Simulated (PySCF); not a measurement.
A structure optimised at PBE-D3(BJ)/def2-SVP, used in a PySCF frequency run:

```xyz
11

C     -2.7961     1.2594     0.5567
C     -2.0043     0.7424    -0.2194
C     -1.0246     0.0976    -1.0764
Si     0.3261    -0.7627    -0.0525
O      1.3529    -1.6578    -1.0211
Cl     1.3778     0.7262     0.9575
H     -3.5022     1.7245     1.2294
H     -0.5412     0.8303    -1.7603
H     -1.4970    -0.6796    -1.7182
H     -0.2588    -1.7244     0.9237
H      1.9381    -1.1528    -1.6125
```
Charge 0, spin multiplicity 1.

Write its SMILES and formula.

C#CC[Si@@H](O)Cl, C3H5ClOSi

What are its rotational constants (standard atomic weights)?

3.1378, 1.5751, 1.1304 GHz
